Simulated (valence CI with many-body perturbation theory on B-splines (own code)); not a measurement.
**S11+: what the settings do**

Calculated by valence CI with perturbative core correlation (CI+MBPT): three valence electrons over a frozen Dirac-Fock core [He], radial functions for each j: 6 s, 6 p, 5 d, 3 f, 1 g, with the one-electron correlation potential Σ1 (screened to all orders), the two-electron term Σ2, the three-electron term Σ3, Breit, model QED; selected single and double excitations, second order for the rest, scaled by the run's own slope (own B-spline code, finite nucleus).

No measured spectrum was set against this ion. As an estimate, levels of excited configurations hold to 0.05 to 0.15 % of their energy, terms of the ground configuration to about 0.5 %.

The reference run has the lowest level 2s2 2p 2P°_1/2 and an ionisation energy of 564.351 eV. Its largest variational space holds 4014 state functions.

Reference levels: 2s2 2p 2P°_3/2 13133, 2s 2p2 4P_1/2 193627, 2s 2p2 4P_3/2 198420, 2s 2p2 4P_5/2 205126, 2s 2p2 2D_3/2 346961, 2s 2p2 2D_5/2 347231, 2s 2p2 2S_1/2 440128, 2s 2p2 2P_1/2 465206, 2s 2p2 2P_3/2 471850, 2p3 4S°_3/2 609919, 2p3 2D°_3/2 690150, 2p3 2D°_5/2 690673 cm⁻¹.

(1) Rank these changes by the mean size of the shift of these levels, smallest first.
A. highest l in the core sums 6 → 2
B. box radius (bohr) 4.864 → 6.85
C. scale of Σ1 1 → 0.9

Answers

(1) B (1.9 cm⁻¹), C (130 cm⁻¹), A (410 cm⁻¹).
